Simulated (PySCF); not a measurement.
# NMR parameters of BeMeH

BeMeH, CH4Be, point group C3v.

Bonds: Be1-C2 1.678 Å. Be1 carries H6; C2 carries H3, H4, H5.

GIAO calculations in PySCF 2.14.0 with density-fitted response routines on the PBE0-D3(BJ)/def2-SVP structure: isolated species, non-relativistic, equivalent atoms averaged; basis pcSseg-1.

(1) Give the isotropic shieldings (ppm) with PBE0, wB97X-D.

(2) And the chemical shifts, against references computed in the same way?

(3) Which part of the shielding of C2 depends on the functional?

(4) What couplings does B3LYP/pcJ-1 give?

## Answers

(1) 
```
             atoms                        environment   PBE0  wB97X-D
                C2           carbon bonded to Be, 3 H  192.9    194.3
               Be1                  Be bonded to C, H     78       82
                H6       hydrogen on a Be bonded to C  27.94    28.12
          H3/H4/H5  hydrogen on a carbon bonded to Be  31.69    31.83
HOMO–LUMO gap (eV)                                  –   8.32    12.05
```

(2) 
```csv
atoms,"nucleus, reference",PBE0,wB97X-D
C2,"¹³C, TMS",-8.5,-9.7
H6,"¹H, TMS",3.33,3.26
H3/H4/H5,"¹H, TMS",-0.42,-0.45
```

(3) Diamagnetic: PBE0 255, wB97X-D 255 ppm; paramagnetic: PBE0 -62, wB97X-D -60 ppm. The diamagnetic part, set mainly by inner electrons, hardly moves; the paramagnetic part goes with low-lying magnetically allowed excitations and carries the spread.

(4) ¹J(C2,H3) = 121.1, ²J(C2,H6) = 23.8, ²J(H3,H4) = -16.5 Hz (averaged over equivalent pairs; isotopes ¹³C, ¹H).
